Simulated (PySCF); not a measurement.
A structure optimised at PBE-D3(BJ)/def2-SVP, used in a PySCF frequency run:

```
C
H 1 1.1142
H 1 1.1144 2 106.43
C 1 1.5166 2 108.31 3 -111.49
O 4 1.1934 1 128.57 2 26.45
C 1 1.5278 2 112.73 3 121.36
H 6 1.1074 1 110.77 2 -59.49
H 6 1.1080 7 108.28 1 121.93
H 6 1.1082 7 107.84 8 116.18
```
Charge 0, spin multiplicity 2.

### Question
Write its SMILES and formula.

### Answer
CC[C]=O, C₃H₅O

### Question
What are its rotational constants (standard atomic weights)?

### Answer
35.234, 4.1299, 3.9274 GHz
